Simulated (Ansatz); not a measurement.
A further run on Ga8Sb8H22, a nanocrystal cut from wurtzite GaSb (hydrogen-capped).

```yaml
crystal:
  periodic: [false, false, false]
  atoms:
    - {symbol: Ga, position_ang: [0.543352, -4.821166, -1.576110]}
    - {symbol: Sb, position_ang: [0.581067, -4.526611, 1.127680]}
    - {symbol: Sb, position_ang: [0.581829, -2.193275, -2.102946]}
    - {symbol: Ga, position_ang: [-1.637226, -0.943765, -1.363660]}
    - {symbol: Ga, position_ang: [0.570055, -2.169298, 2.380891]}
    - {symbol: Sb, position_ang: [-1.478257, -0.854906, 1.311582]}
    - {symbol: Sb, position_ang: [-1.606691, 1.603782, -2.099541]}
    - {symbol: Ga, position_ang: [-3.899157, 2.888159, -1.570927]}
    - {symbol: Ga, position_ang: [-1.590661, 1.574884, 2.384116]}
    - {symbol: Sb, position_ang: [-3.627757, 2.763276, 1.132759]}
    - {symbol: Ga, position_ang: [2.816895, -1.060130, -1.253162]}
    - {symbol: Sb, position_ang: [2.630165, -0.830730, 1.388470]}
    - {symbol: Sb, position_ang: [2.552510, 1.473314, -2.079926]}
    - {symbol: Ga, position_ang: [0.493418, 2.969964, -1.248111]}
    - {symbol: Ga, position_ang: [2.933429, 1.689016, 2.291786]}
    - {symbol: Sb, position_ang: [0.599319, 2.689562, 1.393027]}
    - {symbol: H, position_ang: [-0.862249, -5.410053, -1.916489]}
    - {symbol: H, position_ang: [1.917997, -5.458924, -1.954463]}
    - {symbol: H, position_ang: [-0.652816, -5.454248, 1.843559]}
    - {symbol: H, position_ang: [1.881572, -5.394037, 1.799383]}
    - {symbol: H, position_ang: [0.635429, -2.006623, -3.796817]}
    - {symbol: H, position_ang: [-2.935925, -1.691876, -1.817193]}
    - {symbol: H, position_ang: [0.520728, -2.288395, 3.938569]}
    - {symbol: H, position_ang: [-2.871927, -1.659453, 1.870609]}
    - {symbol: H, position_ang: [-1.417935, 1.558730, -3.793433]}
    - {symbol: H, position_ang: [-5.114415, 1.970438, -1.916187]}
    - {symbol: H, position_ang: [-3.759066, 4.398594, -1.943267]}
    - {symbol: H, position_ang: [-1.718503, 1.589827, 3.941813]}
    - {symbol: H, position_ang: [-5.046641, 2.149913, 1.844117]}
    - {symbol: H, position_ang: [-3.735694, 4.319888, 1.811155]}
    - {symbol: H, position_ang: [4.142207, -1.702305, -1.778400]}
    - {symbol: H, position_ang: [3.985298, -1.706726, 1.934293]}
    - {symbol: H, position_ang: [2.495974, 1.443457, -3.780882]}
    - {symbol: H, position_ang: [4.020878, 2.319148, -1.937061]}
    - {symbol: H, position_ang: [0.600896, 4.439452, -1.771323]}
    - {symbol: H, position_ang: [2.910319, 1.672972, 3.853158]}
    - {symbol: H, position_ang: [4.056874, 2.338628, 1.411060]}
    - {symbol: H, position_ang: [0.520008, 4.300417, 1.941271]}
basis:
  gaussian: {orbitals: def2-SVP, fitting: {mean_field: def2-universal-jkfit}}
hamiltonian: {xc: {name: PBE0-DH}, pseudopotentials: {relativity: scalar}}
scf: {omitted_lower_state_checks: [starts]}
output: {forces: true}
```

```sh
$ ansatz run in.yaml --threads 4 --pin off --events-out ev --progress --plain --max-ram 66560MiB --backend cuda --devices 0, --max-vram 37GiB
```

Shortened log:

```
Functional definition: PBE0-DH
4268 factors; integrals over basis functions are off by at most 3.4e-1 eV
mean field evaluation 1: about -474800.6803 eV, gradient 3.4e1 eV
mean field evaluation 2: about -474800.6832 eV, gradient 3.4e1 eV
mean field evaluation 4: about -474803.1525 eV, gradient 5.1e0 eV
mean field evaluation 8: about -474803.2347 eV, gradient 4.3e-1 eV
mean field evaluation 16: about -474803.2354 eV, gradient 9.2e-5 eV
mean field -474803.23535232 eV, -17448.6970660058 hartree, gradient 8.5e-6 eV, S^2 0.000000; 0 other end points of the search recorded, 0 dependent functions left out
104 core orbitals not correlated: weight in the atoms' cores, before any rotation towards them, 1.000 or more for the frozen orbitals, at most 0.000 for the correlated occupied ones
reference -474803.23540446 eV, -17448.6970679218 hartree; 123, 123 occupied and 347, 347 virtual orbitals, 4268 factors
second order -96.60151270 eV of doubles, -0.00000000 eV of singles
Total energy: -474815.31059355 eV, -17449.1408229359 hartree
Relativity: scalar
Atom 0 at     0.543352    -4.821166    -1.576110 Å, force    -0.003269    -0.020545    -0.026592 eV/Å
Atom 1 at     0.581067    -4.526611     1.127680 Å, force     0.011182    -0.171115     0.178630 eV/Å
Atom 2 at     0.581829    -2.193275    -2.102946 Å, force     0.012475     0.039422    -0.128698 eV/Å
Atom 3 at    -1.637226    -0.943765    -1.363660 Å, force    -0.016973    -0.009907     0.006204 eV/Å
Atom 4 at     0.570055    -2.169298     2.380891 Å, force     0.000398     0.014237     0.003253 eV/Å
Atom 5 at    -1.478257    -0.854906     1.311582 Å, force    -0.104286    -0.060212     0.061671 eV/Å
Atom 6 at    -1.606691     1.603782    -2.099541 Å, force     0.040151    -0.008693    -0.128710 eV/Å
Atom 7 at    -3.899157     2.888159    -1.570927 Å, force    -0.019139     0.008160    -0.026629 eV/Å
Atom 8 at    -1.590661     1.574884     2.384116 Å, force     0.012518    -0.007046     0.003249 eV/Å
Atom 9 at    -3.627757     2.763276     1.132759 Å, force    -0.143479     0.093829     0.178914 eV/Å
Atom 10 at     2.816895    -1.060130    -1.253162 Å, force     0.004326    -0.006849     0.014732 eV/Å
Atom 11 at     2.630165    -0.830730     1.388470 Å, force     0.100060    -0.106731     0.027888 eV/Å
Atom 12 at     2.552510     1.473314    -2.079926 Å, force     0.133026     0.076826    -0.172387 eV/Å
Atom 13 at     0.493418     2.969964    -1.248111 Å, force    -0.004033     0.006904     0.014769 eV/Å
Atom 14 at     2.933429     1.689016     2.291786 Å, force     0.024666     0.014006     0.023031 eV/Å
Atom 15 at     0.599319     2.689562     1.393027 Å, force    -0.042251     0.139945     0.027607 eV/Å
Atom 16 at    -0.862249    -5.410053    -1.916489 Å, force     0.107151     0.048744     0.031220 eV/Å
Atom 17 at     1.917997    -5.458924    -1.954463 Å, force    -0.106096     0.055383     0.034718 eV/Å
Atom 18 at    -0.652816    -5.454248     1.843559 Å, force     0.118355     0.118125    -0.087167 eV/Å
Atom 19 at     1.881572    -5.394037     1.799383 Å, force    -0.126284     0.108332    -0.083899 eV/Å
Atom 20 at     0.635429    -2.006623    -3.796817 Å, force    -0.006063    -0.023486     0.184282 eV/Å
Atom 21 at    -2.935925    -1.691876    -1.817193 Å, force     0.110504     0.063767     0.037478 eV/Å
Atom 22 at     0.520728    -2.288395     3.938569 Å, force     0.004535     0.004634    -0.142112 eV/Å
Atom 23 at    -2.871927    -1.659453     1.870609 Å, force     0.149340     0.086202    -0.065704 eV/Å
Atom 24 at    -1.417935     1.558730    -3.793433 Å, force    -0.023652     0.006308     0.184226 eV/Å
Atom 25 at    -5.114415     1.970438    -1.916187 Å, force     0.095955     0.067911     0.031821 eV/Å
Atom 26 at    -3.759066     4.398594    -1.943267 Å, force    -0.005599    -0.119954     0.034299 eV/Å
Atom 27 at    -1.718503     1.589827     3.941813 Å, force     0.006448     0.001900    -0.142075 eV/Å
Atom 28 at    -5.046641     2.149913     1.844117 Å, force     0.161360     0.044552    -0.086721 eV/Å
Atom 29 at    -3.735694     4.319888     1.811155 Å, force     0.031600    -0.162934    -0.084562 eV/Å
Atom 30 at     4.142207    -1.702305    -1.778400 Å, force    -0.116586     0.060807     0.043767 eV/Å
Atom 31 at     3.985298    -1.706726     1.934293 Å, force    -0.143636     0.093639    -0.061212 eV/Å
Atom 32 at     2.495974     1.443457    -3.780882 Å, force    -0.010608    -0.006613     0.184833 eV/Å
Atom 33 at     4.020878     2.319148    -1.937061 Å, force    -0.171003    -0.098491     0.013796 eV/Å
Atom 34 at     0.600896     4.439452    -1.771323 Å, force    -0.005758    -0.131374     0.043502 eV/Å
Atom 35 at     2.910319     1.672972     3.853158 Å, force    -0.000056     0.000507    -0.127350 eV/Å
Atom 36 at     4.056874     2.338628     1.411060 Å, force    -0.084363    -0.048779     0.061554 eV/Å
Atom 37 at     0.520008     4.300417     1.941271 Å, force     0.009082    -0.171410    -0.061624 eV/Å
Dipole moment:    -0.025007    -0.014909    -0.010395 e Å
Checks for a lower state left out: starts
```

Run time 30 s (4 threads of AMD EPYC 7R13 on a shared host and a share (37 GiB) of an NVIDIA H100 80GB HBM3), peak host memory 11 GiB.

In the def2 sets Sb takes a core potential; there is no spin–orbit coupling. Correlated methods freeze 104 core orbitals; core or outer-core shells of Ga, Sb are correlated, in sets that lack core-valence functions.
